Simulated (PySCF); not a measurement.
A structure optimised at TPSSh-D3(BJ)/def2-SVP, used in a PySCF frequency run:

```xyz
9

C      3.8627    -0.8684     0.9939
C      2.9774    -0.0706     0.7492
C      1.9705     0.8912     0.4505
C      0.6710     0.6811     0.5968
C     -0.6104     0.4832     0.7263
Br    -1.6854    -0.2194    -0.6865
H      4.6359    -1.5805     1.2118
H      2.3075     1.8699     0.0796
H     -1.1804     0.6921     1.6347
```

**Question.** Write its SMILES and formula.

**Answer.** C#CC=C=CBr, C5H3Br

**Question.** What are its rotational constants (standard atomic weights)?

**Answer.** 9.1700, 0.76403, 0.73026 GHz
